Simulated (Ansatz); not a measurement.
**A geometry optimisation of ClFGaHNO+ with B3LYP/6-31G***

The starting geometry of this gas-phase singlet was optimised with GFN2-xTB.

```yaml
atoms:
  - { symbol: Cl, position_ang: [4.2585, -1.9736, -0.2297] }
  - { symbol: F, position_ang: [2.4756, 0.9028, 0.8735] }
  - { symbol: Ga, position_ang: [3.0545, -0.7334, 0.9073] }
  - { symbol: N, position_ang: [1.7887, -0.9257, 2.8126] }
  - { symbol: O, position_ang: [0.9481, -0.1149, 2.9010] }
  - { symbol: H, position_ang: [1.8755, -1.6175, 3.6101] }
```

**Question.** Predict what it relaxes into with B3LYP/6-31G*.

**Answer.** It keeps its bonds.

The energy falls by 0.22 eV over 15 steps:

| step | E − E(last) (eV) |
| --- | --- |
| 1 | 0.217 |
| 3 | 0.136 |
| 4 | 0.061 |
| 6 | 0.020 |
| 7 | 0.012 |
| 9 | 0.005 |
| 10 | 0.002 |
| 12 | 0.000 |
| 13 | 0.000 |
| 15 | 0.000 |

Final geometry (Å):

```csv
atom,x (Å),y (Å),z (Å)
Cl,4.1449,-2.0894,0.2961
F,2.4386,1.1064,0.6053
Ga,2.9605,-0.4925,0.8992
N,1.8489,-0.9577,2.6910
O,1.1154,-0.1563,3.1752
H,1.8927,-1.8728,3.2081
```

Frequencies at the end are all real (lowest 50 cm⁻¹). Run with Ansatz 0.2.0, 86 s on 1 thread of Intel(R) Xeon(R) Processor @ 2.70GHz (shared host).
